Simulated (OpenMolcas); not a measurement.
**Pd2+: effect of the metal basis**

Pd2+ with its 8 nearest fluoride ions at 2.373 Å, on the Sr site of SrF2 (a = 5.796 Å, distance in the model lattice 2.510 Å). The rest of the host is ab initio model potentials to 7.6 Å and point charges beyond; the distance is set by hand and nothing relaxes.

| Quantity | Value |
| --- | --- |
| Program | OpenMolcas |
| Method | SS-CASPT2, IPEA 0.25 Eh, imaginary shift 0.1 Eh (closed shells correlated: 4s 4p and the ligand valence shells) |
| Spin-orbit coupling | state interaction with AMFI integrals over the reference wave functions |

Fixed: ligand basis ANO-RCC-VDZP, active space 8 electrons in 5 orbitals (4d), DKH2 Hamiltonian.

States (labels of O, the rotations of Oh). Energies in cm-1 above the lowest state or level, χT in cm3 K/mol; under a threefold ground state the first gap can be a small split of the lowest multiplet, not the spin-orbit step; 10Dq and B are least-squares fits to the states below 45000 cm-1, weighted by degeneracy, with a free offset, and given where the rms deviation is under 5 % of |10Dq| (or 100 cm-1) and under 700 cm-1; 10Dq is negative for this site.

```tsv
Run	Metal basis	Ground state	First state of that spin	10Dq	B (rms of fit)	First gap with spin-orbit (degeneracies)	χT at 300 K	First state of another spin	Cost
A	ANO-RCC-VDZP	3T1	3T2 5420	-7318	740 (360)	830 (1, 3)	1.632	1T2 9320	roughly 2.4 core-minutes
B	ANO-RCC-VTZP	3T1	3T2 5130			800 (1, 3)	1.701	1T2 8930	roughly 3 core-minutes
```

Against A, the first state of the same spin changes by -5.4 % in B.

Costs are those of the CASPT2 steps.

Roots that are degenerate in the reference are averaged as groups; the widest CASPT2 spread within a group is 660 cm-1 (the 3-fold group of multiplicity 1 near 19600 cm-1 above the lowest state of its run, B). Shifts and gaps below about the spread of the groups concerned are not significant. Over all roots computed the reference weight is 0.67 to 0.68 in A, 0.67 to 0.68 in B; a low but even weight reflects the number of correlated electrons. An orbital triplet at a regular site is open to Jahn-Teller coupling, which can distort the site and quench the lowest spin-orbit gaps and is left out. Real 4d8 and 5d8 ions are as a rule square planar and diamagnetic. Ligand-to-metal charge-transfer states are missing. With no ligand orbital active B as a rule stays too high, so bands that hang on it stand too high and its fall with covalency is understated. With one d shell and no ligand orbital active, 10Dq can be off by a tenth or more. Free-ion shares, where given, are those of the reference states; single-state CASPT2 does not remix them. These CASPT2 states fit no ligand-field parameters well, so their order and spin gaps are uncertain (holds for B). No measured value stands beside these numbers; the geometry was set by hand and not optimised.
